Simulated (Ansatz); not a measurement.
Reaction (ligand exchange at the Si–C bond): `BC([SiH3])BCl` + `[OH][Ge][OH]` → `[OH][Ge][O][SiH3]` + `BCBCl`

Calculated with Ansatz (gas phase, PBE0-D4/def2-TZVP geometries, no zero-point term in ΔE). CBS: MP2 limit from def2 TZ/QZ plus the TZ coupled-cluster correction, frozen cores. DFT in def2-TZVPP. B3LYP here is the variant with VWN-RPA as its local correlation; programs differ in this. For Ge outer-core shells are correlated without core-valence functions, which leaves a few kJ/mol of doubt a bond. Scalar relativity is left out up to krypton. One conformer a species, not always the lowest.

`BC([SiH3])BCl`:

Z-matrix (Å, degrees):
```
Si
C 1 1.914
B 1 2.468 2 38.7
H 1 1.481 2 107.9 3 -136.9
H 1 1.494 2 108.7 3 -19.4
H 1 1.480 2 111.7 3 100.3
B 2 1.530 1 106.8 3 -116.5
H 2 1.091 1 107.7 3 117.8
H 3 1.195 1 118.4 2 -108.0
H 3 1.198 1 97.8 2 122.2
Cl 7 1.754 2 120.9 1 -120.9
H 7 1.193 2 122.5 1 59.7
```

`[OH][Ge][OH]`:

```xyz
5

O     0.649    1.244   -0.003
Ge    0.956   -0.339    0.774
O    -0.417   -1.326    0.190
H    -0.125    1.341   -0.565
H    -1.063   -0.920   -0.395
```

`[OH][Ge][O][SiH3]`:

```xyz
8

O    -0.300   -0.707    2.775
Ge   -1.124    0.282    1.554
O     0.015   -0.079    0.208
Si    0.189    0.321   -1.373
H     0.483   -1.147    2.426
H     0.147   -0.908   -2.206
H    -0.903    1.236   -1.811
H     1.493    1.003   -1.574
```

`BCBCl`:

Z-matrix (Å, degrees):
```
C
B 1 1.549
B 1 1.554 2 108.2
H 1 1.089 2 114.0 3 128.9
H 1 1.104 2 103.3 3 -109.9
Cl 2 1.749 1 121.1 3 -111.6
H 2 1.193 1 122.5 3 66.9
H 3 1.197 1 119.8 2 -60.2
H 3 1.196 1 121.2 2 118.9
```

(1) Is it downhill or uphill in electronic energy at CCSD(T)/CBS, and by how much? (Estimate.)

(2) What do these levels give: PBE0-D4, B3LYP-D4, ωB97X-V, ωB97M-V, B2PLYP, PBE0? (Best estimate.)

Largest T1 diagnostic among the species: 0.015.

Results:

(1) Ansatz gave: Downhill: ΔE = -77.7 kJ/mol.

(2) Ansatz gave: PBE0-D4 -67.3, B3LYP-D4 -83.9, ωB97X-V -80.4, ωB97M-V -76.3, B2PLYP -87.5, PBE0 -70.4 kJ/mol.

In def2-TZVPP, CCSD(T) changes the Hartree–Fock value by +37.1 kJ/mol (the triples alone add +5.6 kJ/mol) and MP2 by +38.8 kJ/mol. The D4 term adds +5.8 kJ/mol with B3LYP and +3.1 kJ/mol with PBE0; it sums over pairs of atoms, weighted by their polarisabilities, and B3LYP, whose exchange is more repulsive, gets the larger term.
